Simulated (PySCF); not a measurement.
B3LYP has the VWN-RPA correlation part, as in Gaussian. 

# H6Si3, SMILES `[SiH2]=[SiH][SiH3]` (charge 0, multiplicity 1)

Calculation: B3LYP-D3(BJ)/def2-TZVP in PySCF.

| Quantity | Value |
|---|---|
| HOMO | -5.89 eV |
| dipole moment | 0.07 D |
| HOMO–LUMO gap | 3.63 eV |
| LUMO | -2.26 eV |
| total energy | -872.1294 Ha |
| cost | very roughly 30 core-seconds |

```xyz
9

Si     1.9682    -0.3822     0.6560
Si     0.3632     0.8890    -0.0059
Si    -1.6723    -0.1105    -0.5138
H      2.0135    -1.7919     0.2174
H      3.2884     0.1323     1.0760
H      0.3585     2.2893     0.4765
H     -1.4097    -1.5507    -0.7400
H     -2.6604     0.0475     0.5803
H     -2.2494     0.4773    -1.7466
```
